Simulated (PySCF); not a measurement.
The vertical singlet excitations below were computed for one of the candidates. Computed with TDDFT PBE0/def2-SVPD, vertical, gas phase, core orbitals frozen in the response (PySCF 2.14.0, density-fitted response routines). Geometries: PBE0-D3(BJ)/def2-SVP, one conformer each.

```json
{"state": "S1", "E (eV)": "5.07", "f": "0.025", "main configurations (H = HOMO, L = LUMO)": "H→L (81%), H-1→L+1 (18%)"}
{"state": "S2", "E (eV)": "5.80", "f": "0.110", "main configurations (H = HOMO, L = LUMO)": "H→L+1 (78%), H-1→L (20%)"}
{"state": "S3", "E (eV)": "5.96", "f": "0.0001", "main configurations (H = HOMO, L = LUMO)": "H→L+2 (98%)"}
{"state": "S4", "E (eV)": "6.54", "f": "0.021", "main configurations (H = HOMO, L = LUMO)": "H→L+3 (89%)"}
{"state": "S5", "E (eV)": "6.79", "f": "0.307", "main configurations (H = HOMO, L = LUMO)": "H-1→L+1 (76%), H→L (16%)"}
{"state": "S6", "E (eV)": "6.87", "f": "0.667", "main configurations (H = HOMO, L = LUMO)": "H-1→L (69%), H→L+1 (18%)"}
{"state": "S7", "E (eV)": "6.99", "f": "0.0082", "main configurations (H = HOMO, L = LUMO)": "H-1→L+2 (88%)"}
{"state": "S8", "E (eV)": "7.09", "f": "0.010", "main configurations (H = HOMO, L = LUMO)": "H→L+4 (88%), H-1→L+2 (8%)"}
{"state": "S9", "E (eV)": "7.27", "f": "0.0059", "main configurations (H = HOMO, L = LUMO)": "H→L+5 (90%)"}
{"state": "S10", "E (eV)": "7.41", "f": "0.016", "main configurations (H = HOMO, L = LUMO)": "H-1→L+3 (91%)"}
```

Triplets computed (Tamm–Dancoff): 3.94, 4.16, 4.61, 5.37 eV.

**Question.** Which structure fits? All have the formula C8H7F3O.
A. `Oc1ccc(CC(F)(F)F)cc1`
B. `C=C1C=C(C(F)(F)F)/C1=C\OC`
C. `C(F)(F)(C1=CC(=C)/C1=C\OC)F`

**Answer.** A. Its S1, at 5.07 eV, is the highest among the candidates; the nearest of the others has S1 at 3.91 eV. S1 is HOMO→LUMO (81%), HOMO-1→LUMO+1 (18%). Löwdin shares by element: HOMO carbon 47% or more, oxygen 18% (atoms not listed hold the other 35%); LUMO carbon 72% or more (atoms not listed hold the other 28%). At the same level the other candidates give, for their lowest levels:
- `C=C1C=C(C(F)(F)F)/C1=C\OC`: 3.89 eV (f 0.028); 5.07 eV (f 0.113); 5.51 eV (f 0.560); 5.90 eV (f 0.010); 6.24 eV (f 0.506); T1 2.71 eV; HOMO -6.39, LUMO -1.48 eV
- `C=C1C=C(C(F)(F)F)/C1=C/OC`: 3.91 eV (f 0.029); 5.03 eV (f 0.116); 5.54 eV (f 0.544); 5.90 eV (f 0.010); 6.21 eV (f 0.500); T1 2.69 eV; HOMO -6.38, LUMO -1.45 eV

Shape of the structure used: `[OH:1][c:2]1[cH:3][cH:4][c:5]([CH2:6][C:7]([F:8])([F:9])[F:10])[cH:11][cH:12]1`: C4–C5–C6–C7 -86°, C5–C6–C7–F8 180°, H–O1–C2–C3 1°.
